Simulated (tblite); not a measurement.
Run record: tight-binding relaxation, `CC[SiH2]C1[SiH2]C=[O+][BH2-]OC=1`.

Computed with GFN2-xTB geometry optimisation, gas phase (tblite 0.8.0). Start geometry: from a force field or distance geometry. The input is one job of a driver script: a line of settings, then coordinates in Å.

Command:
```bash
OMP_NUM_THREADS=1 python probes_run.py task.json out
```

Input:
```
{"job": {"kind": "relax", "xc": "GFN2-xTB", "basis": "xTB"}, "charge": 0, "multiplicity": 1}
C      3.507100    -0.768800    -0.195300
C      2.603100     0.352700    -0.677400
Si     1.375900     0.879900     0.605200
C     -0.338700     0.278800     0.225300
C     -0.474600    -1.021900     0.490500
O     -1.635100    -1.755000     0.302200
B     -3.062700    -1.485000     0.411800
O     -3.562400    -0.295200    -0.144400
C     -3.227100     0.786400    -0.491100
Si    -1.547200     1.513000    -0.397500
H      3.277200    -1.098900     0.825000
H      3.401200    -1.678400    -0.854900
H      4.571300    -0.495900    -0.257300
H      3.275400     1.193000    -0.948500
H      2.094200     0.062800    -1.615500
H      1.758600     0.514800     1.978200
H      1.356500     2.372800     0.557000
H      0.373800    -1.582500     0.859300
H     -3.322000    -1.435200     1.601500
H     -3.698200    -2.443700     0.049600
H     -4.023500     1.439000    -0.905200
H     -1.561500     2.630600     0.562900
H     -1.146000     2.063600    -1.698500
```

Output:
```
step      E/eV     max force
  0    -819.06857    3.935
  1    -819.42536    2.939
  2    -819.58467    0.936
  3    -819.64914    0.600
  4    -819.68586    0.394
  5    -819.70562    0.293
  6    -819.72098    0.288
  7    -819.73741    0.283
  8    -819.74992    0.247
  9    -819.75838    0.218
... (208 lines left out)
218    -820.01318    0.019
219    -820.01326    0.016
220    -820.01332    0.017
221    -820.01337    0.018
222    -820.01343    0.019
223    -820.01350    0.020
224    -820.01357    0.017
225    -820.01363    0.013
226    -820.01365    0.011
227    -820.01367    0.009
```

«max force» is the largest atomic force in eV/Å.

Question: From which step on does the largest force stay under 0.1 eV/Å, and how much energy is left to gain from there?

Answer: From step 159 (0.072 eV/Å), 28.3 meV above the end.

Main results: energy lowered by 21.8 kcal/mol over 227 steps; largest atomic force 0.009 eV/Å at the end.

Question: Give the final coordinates.

Answer: 1.101 Å rms from the input after alignment:
```
atom  x, y, z in Å
C1     2.7713   -0.5492   -1.0618
C2     2.6752    0.8269   -0.4129
Si3    1.5837    0.8374    1.1494
C4    -0.1365    0.2077    0.7087
C5    -0.6485   -0.8210    1.4303
O6    -1.7761   -1.4670    1.3656
B7    -3.0747   -1.4133    0.7171
O8    -3.3886   -0.5095   -0.4107
C9    -2.7780    0.3833   -1.0125
Si10  -1.0138    1.0245   -0.7018
H11    3.2231   -1.2627   -0.3765
H12    1.7818   -0.9156   -1.3277
H13    3.3775   -0.5144   -1.9661
H14    3.6792    1.1748   -0.1670
H15    2.2736    1.5364   -1.1387
H16    2.1900   -0.0117    2.1832
H17    1.5178    2.2229    1.6429
H18   -0.0224   -1.2346    2.2257
H19   -3.9051   -1.1084    1.5260
H20   -3.3039   -2.4938    0.2586
H21   -3.3605    0.8512   -1.8180
H22   -1.2636    2.4610   -0.5065
H23   -0.4064    0.8020   -2.0243
```

Hardware: an AMD EPYC with one thread (shared host). Cost: 12 s wall, 9.7 s CPU.
Labels such as C1 count atoms from 1, the log's own numbers from 0.
